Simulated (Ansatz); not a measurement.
Basis-set series for C2H9Al2N. Total charge 0; spin multiplicity 1. The bonds changed during the relaxation, so this is another structure than the one it started from. The structure was optimised at the PBE0-D4/def2-TZVP level. It is one conformer, not always the lowest.

```xyz
14

C     0.966   -0.546    1.227
C     0.300    0.139    0.059
N     0.300   -0.736   -1.166
Al   -1.520   -0.616   -0.438
Al   -0.058    2.002   -0.043
H     2.053   -0.615    1.088
H     0.592   -1.563    1.408
H     0.795    0.021    2.144
H     0.577   -0.269   -2.019
H     0.850   -1.578   -1.046
H    -2.447    0.240   -1.402
H    -1.935   -1.945    0.316
H    -0.307    2.680   -1.460
H    -0.165    2.786    1.333
```

| functional | basis | functions | energy (Eh) | HOMO (eV) | LUMO (eV) |
| --- | --- | --- | --- | --- | --- |
| PBE0-D4 | def2-SVP | 123 | -620.57671 | -6.09 | -0.76 |
| PBE0-D4 | def2-QZVPP | 581 | -620.91897 | -6.09 | -0.95 |
| ωB97M-V | def2-SVP | 123 | -620.84530 | -8.15 | 0.93 |
| ωB97M-V | def2-QZVPP | 581 | -621.19428 | -8.19 | 0.38 |

Give the rows for def2-TZVPP. (Best estimate.)

Ansatz gave: 
```tsv
functional	basis	functions	energy (Eh)	HOMO (eV)	LUMO (eV)
PBE0-D4	def2-TZVPP	303	-620.89588	-6.09	-0.87
ωB97M-V	def2-TZVPP	303	-621.17184	-8.18	0.70
```

Positive LUMOs are unbound and depend on the basis.
